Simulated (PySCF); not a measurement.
Potential energy of SrCl along the bond

Set-up: Sr x2c-TZVPPall, Cl x2c-TZVPPall; spin-free X2C with a Gaussian nucleus (PySCF 2.14). Energies in eV from Sr + Cl in their ground configurations at the same level. State: ²Σ⁺ (doublet), unpaired electrons σ ↑.

```
R (Å)   M06-L
2.208  -3.335
2.310  -3.857
2.413  -4.149
2.490  -4.260
2.567  -4.299
2.644  -4.286
2.747  -4.208
2.875  -4.047
3.029  -3.799
3.234  -3.429
```

Question: Put a parabola through the three lowest points of the M06-L curve and estimate Re, k and ωe (reduced mass 25.02 u; 1 eV/Å² = 0.16022 mdyn/Å; ωe = 1302.8·√(k/μ) cm⁻¹).

Answer: Through R = 2.49, 2.567, 2.644 Å the second-order coefficient is 4.39 eV/Å², so Re ≈ 2.586 Å, k ≈ 1.41 mdyn/Å and ωe ≈ 309 cm⁻¹. A polynomial fit of higher order to the unrounded M06-L energies gives Re = 2.583 Å, k = 1.34 mdyn/Å, ωe = 302 cm⁻¹; anharmonicity and rounding make the difference.

The higher-order fit for each curve: M06-L: Re = 2.583 Å, ωe = 302 cm⁻¹, De = 4.30 eV.

Spin–orbit coupling is left out. The state is the lowest determinant that a PBE0 search found; another state may lie lower at other levels.
